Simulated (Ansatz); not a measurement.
The molecule LiH+, multiplicity 2 (lowest of 2S+1 = 2, 4 at CCSD(T)/def2-TZVPP on PBE0 minima; our sources give no spin for the ground state, which may be another).

Constants: fifth-degree fit in 1/R to seven points, most abundant isotopes. In def2 and cc sets the state is the lowest found near the PBE0 minimum, followed along R.

Cores are frozen in the correlated methods.

The values were computed with Ansatz (Gaussian basis) for Hartree–Fock, density functionals and correlated methods. Each number belongs to the level named beside it.

Energies at CCSD(T)/aug-cc-pV5Z:

| R (Å) | E (hartree) |
|---|---|
| 2.071888 | -7.74097861 |
| 2.127584 | -7.74116084 |
| 2.178824 | -7.74124030 |
| 2.236748 | -7.74124936 |
| 2.294672 | -7.74119151 |
| 2.361507 | -7.74106259 |
| 2.439481 | -7.74085320 |

### Question
With a reduced mass of 0.8812 u, find the minimum, the force constant and the constants.

### Answer
A fifth-degree polynomial in 1/R puts the minimum at r_e = 2.2142 Å with force constant 9.59 N/m. Then ω_e = (1/2πc)√(k/μ) = 430 cm⁻¹ and B_e = h/(8π²cμr_e²) = 3.902 cm⁻¹; the cubic and quartic terms give α_e = 0.49 and ω_e x_e = 44 cm⁻¹.

Ansatz is a quantum-chemistry and plane-wave program.
